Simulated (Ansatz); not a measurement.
Two structures of Si₂H₆Cl₃OF, singlet, reached by relaxing down either side of one saddle point (PBE0-D4/def2-TZVP). Energies are electronic, without zero-point energy. Computed with Ansatz 0.2.0 (basis: def2-TZVPP and def2-QZVPP); correlated methods freeze the cores. Extrapolation: Hartree–Fock as exp(−7.88 √X), correlation as X^−2.97. First:

```xyz
13
angstrom
Si -1.1233 0.7212 -0.5330
Si -1.5628 -1.5170 0.0037
Cl 0.3537 0.9268 -1.9634
Cl -0.5548 1.8622 1.0778
Cl -2.7881 1.6162 -1.3191
H 1.8344 -0.3725 0.6780
F 1.1880 -1.0697 0.7903
H 2.5870 1.5688 1.0419
O 2.7511 0.8846 0.3859
H -2.9776 -1.7408 -0.3993
H -1.4253 -1.7116 1.4636
H -0.6763 -2.3998 -0.7857
H 2.3940 1.2316 -0.4407
```

Second:

Si1  (-0.259, 1.017, -2.098)
Si2  (-0.796, -1.397, 1.757)
Cl3  (1.384, 1.952, -2.775)
Cl4  (-1.118, 2.008, -0.565)
Cl5  (-1.604, 0.839, -3.598)
H6  (1.951, -0.183, 0.339)
F7  (0.102, -0.450, -1.641)
H8  (-0.489, -0.068, 2.347)
O9  (1.913, 0.777, 0.330)
H10  (-1.286, -2.301, 2.827)
H11  (0.447, -1.964, 1.173)
H12  (-1.827, -1.251, 0.703)
H13  (1.581, 1.020, 1.198)
(Å)

(1) Which bonds change from the first to the second?

(2) Give the saddle point's structure and its height above each. (An estimate is asked for; the value comes from the calculation.)

No T1 diagnostic of these runs exceeds 0.012.

Results:

(1) Si₂H₃Cl₃ ([SiH3][Si]([Cl])([Cl])[Cl]) + H₂O + HF → SiCl₃F ([F][Si]([Cl])([Cl])[Cl]) + SiH₄ + H₂O; bonds formed: Si1–F7, Si2–H8, H6–O9; bonds broken: Si1–Si2, H6–F7, H8–O9.

(2) By the calculation: 43.24 kcal/mol above the first and 65.49 kcal/mol above the second (CCSD(T) at an estimated basis limit (MP2 extrapolated from triple and quadruple zeta, plus CCSD(T) − MP2 in triple zeta)).
| atom | x (Å) | y (Å) | z (Å) |
| --- | --- | --- | --- |
| Si1 | -0.2596 | 0.5316 | -1.1163 |
| Si2 | -0.8148 | -1.3096 | 0.5072 |
| Cl3 | -0.5627 | 0.2076 | -3.1237 |
| Cl4 | 0.4385 | 2.4906 | -0.6578 |
| Cl5 | -2.3173 | 1.0053 | -0.6948 |
| H6 | 2.1136 | 0.1915 | 1.0233 |
| F7 | 1.2897 | -0.0796 | -1.1603 |
| H8 | 0.4399 | 0.0880 | 0.8958 |
| O9 | 1.3499 | 0.6207 | 1.4443 |
| H10 | -1.8757 | -1.0737 | 1.5096 |
| H11 | 0.2503 | -2.1917 | 1.0773 |
| H12 | -1.3331 | -1.9895 | -0.7092 |
| H13 | 1.2812 | 1.5087 | 1.0044 |

Labels in which every atom is bracketed show which atoms are joined, not bond orders.

For scale, one of the runs: CCSD(T)/def2-TZVPP, 356 basis functions, launched by `ansatz run in.yaml --threads 4 --pin off --events-out ev --progress --plain --max-ram 46080MiB --backend cuda --devices 0, --max-vram 37GiB`. Hardware: 4 CPU threads of an AMD EPYC 7R13 and a share of one NVIDIA H100, shared host. Wall time 12 s; peak host memory 0.86 GiB.
